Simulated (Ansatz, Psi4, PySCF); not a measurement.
NP, triplet (typed; the unrestricted solution is spin-contaminated), at a GFN2-xTB geometry (a higher spin typed on purpose: for a closed-shell molecule this is an excited state), atoms displaced at random by about 0.03 Å a coordinate. Base run: PySCF with HF/cc-pVDZ, gradient.

Input for PySCF:
```python
from pyscf import gto, scf

mol = gto.M(
    atom='''
N    -0.086498    0.075458   -1.050137
P    -0.008500    0.019146    0.475972
''',
    basis='cc-pvdz',
    charge=0,
    spin=2,
    verbose=3,
)

mf = scf.UHF(mol)
mf.kernel()
g = mf.nuc_grad_method()
grad = g.kernel()
```

Programs used: Ansatz (an electronic-structure program), Psi4, PySCF; a row that names a program was run with it.

The coordinate followed is z of atom 2.

The base run was repeated with changes; each row names its change, and settings that it needs were set with it.

| change | dE/dx (Eh/bohr) | net force (Eh/bohr) |
|---|---|---|
| base | -0.050706 | 0.000000 |
| density fitting = on | -0.050704 | 0.000000 |
| conv_tol = 1e-6 | -0.050587 | 0.000000 |
| finite difference step (bohr) = 1e-3; conv_tol = 1e-11 | -0.050704 | - |
| density fitting = on; auxbasis_response = off | -0.050645 | 0.000165 |
| finite difference step (bohr) = 0.01; conv_tol = 1e-11 | -0.050731 | - |
| finite difference step (bohr) = 0.2; conv_tol = 1e-11 | -0.061917 | - |
| code = psi4 | -0.050820 | 0.000000 |
| conv_tol = 1e-11 | -0.050704 | 0.000000 |
| finite difference step (bohr) = 1e-4; conv_tol = 1e-11 | -0.050704 | - |
| conv_tol = 1e-4 | -0.048318 | 0.000000 |
| code = ansatz | -0.127372 | 0.000000 |

The net force is zero for an exact gradient.

Open shells are given as the SCF converged; they aren't shown to be the lowest states, and a large step between rows can be another state.
